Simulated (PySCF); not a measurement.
**ZnP: script and output**

File input.py (PySCF 2.14):

```python
from pyscf import gto, dft

mol = gto.M(
    atom='Zn 0 0 0; P 0 0 2.255',
    basis='def2-svp',
    charge=0,
    spin=3,
    verbose=3,
)
mf = dft.UKS(mol, xc='m06l')
mf.kernel()
mf.analyze()
print('orbital energies (hartree):', [e[max(0, n-3):n+3].round(4) for e, n in zip(mf.mo_energy, mol.nelec)])
```

```bash
$ OMP_NUM_THREADS=1 python input.py
```

The log (some set-up lines and the per-cycle HOMO/LUMO lines with their warnings removed):

```
converged SCF energy = -2120.22521501199  <S^2> = 3.7569429  2S+1 = 4.0034699
**** MO energy ****
                             alpha | beta                alpha | beta
[13 lines left out]
MO #14  energy= -3.14856998463118  | -3.14483309670975  occ= 1 | 1
MO #15  energy= -0.563982157969218 | -0.478845899451074 occ= 1 | 1
MO #16  energy= -0.4026578586679   | -0.39685973086458  occ= 1 | 1
MO #17  energy= -0.402657858667897 | -0.396859730864576 occ= 1 | 1
MO #18  energy= -0.402248708340633 | -0.394790074187998 occ= 1 | 1
MO #19  energy= -0.398241933123933 | -0.394788251840979 occ= 1 | 1
MO #20  energy= -0.398240105438702 | -0.389188897768679 occ= 1 | 1
MO #21  energy= -0.276483381418876 | -0.236361851058284 occ= 1 | 1
MO #22  energy= -0.229379597400921 | -0.138702104440283 occ= 1 | 0
MO #23  energy= -0.229379597400907 | -0.13870210444027  occ= 1 | 0
MO #24  energy= -0.151642067748448 | -0.100265332231176 occ= 1 | 0
MO #25  energy= 0.0162345489370678 | 0.0394750507055867 occ= 0 | 0
MO #26  energy= 0.0162345489370681 | 0.0394750507056027 occ= 0 | 0
MO #27  energy= 0.0969208753102224 | 0.0900986758256401 occ= 0 | 0
[22 lines left out]

To work with the spin densities directly, `use mulliken_meta_spin()` only printing them here.

 ** Mulliken spin pop alpha/beta on meta-lowdin orthogonal AOs **
 ** Mulliken Spin Density (per atom)  **
spin density of  0 Zn =      0.56740
spin density of  1 P =      2.43260
 ** Mulliken pop alpha/beta on meta-lowdin orthogonal AOs **
 ** Mulliken atomic charges   ( Nelec_alpha | Nelec_beta ) **
charge of  0Zn =      0.45054  (    15.05843     14.49103 )
charge of  1P =     -0.45054  (     8.94157      6.50897 )
Dipole moment(X, Y, Z, Debye):  0.00000, -0.00000, -1.25399
orbital energies (hartree): [array([-0.2294, -0.2294, -0.1516,  0.0162,  0.0162,  0.0969]), array([-0.3948, -0.3892, -0.2364, -0.1387, -0.1387, -0.1003])]
```

In short: E(SCF) = -2120.225215 Eh, ⟨S²⟩ = 3.757, μz(SCF) = -1.25 D.

Run time: 4.8 s on 1 thread of Arm Neoverse V2 (shared host).

The bond length is a typed value, not an optimised one. No search for the lowest solution was made.
